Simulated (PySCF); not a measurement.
r2SCAN on S- (sulfur, charge -1), [Ne] 3s2 3p5, 2P determinant. All numbers are calculated (PySCF 2.14, no relativity, point nucleus, in dyall-av3z (19s12p3d2f, 84 functions)).

```
cycle= 1 E= -398.174182416937  delta_E= -0.00928  |g|= 0.0186  |ddm|= 0.106
cycle= 2 E= -398.174287449683  delta_E= -0.000105  |g|= 0.0157  |ddm|= 0.0304
cycle= 3 E= -398.174423344973  delta_E= -0.000136  |g|= 0.00578  |ddm|= 0.0198
cycle= 4 E= -398.174445980632  delta_E= -2.26e-05  |g|= 0.000612  |ddm|= 0.00605
cycle= 5 E= -398.174446812615  delta_E= -8.32e-07  |g|= 0.000175  |ddm|= 0.00174
cycle= 6 E= -398.174446883754  delta_E= -7.11e-08  |g|= 5.47e-05  |ddm|= 0.000559
cycle= 7 E= -398.17444688961  delta_E= -5.86e-09  |g|= 8.18e-06  |ddm|= 0.00018
cycle= 8 E= -398.174446889677  delta_E= -6.71e-11  |g|= 4.93e-07  |ddm|= 1.55e-05
converged SCF energy = -398.174446889677  <S^2> = 0.75858253  2S+1 = 2.0085642
```

Highest occupied orbital energy: 0.970 eV; ⟨L²⟩ = 2.04; populations by l: s 6.00, p 11.00, d 0.00, f 0.00.

Q: Can this result be used?

A: With care. Self-consistency was reached. At r2SCAN the highest occupied level has a positive energy, so only the finite basis holds that electron; in a semilocal or global hybrid functional this comes from self-interaction and does not mean that the real anion is unbound.
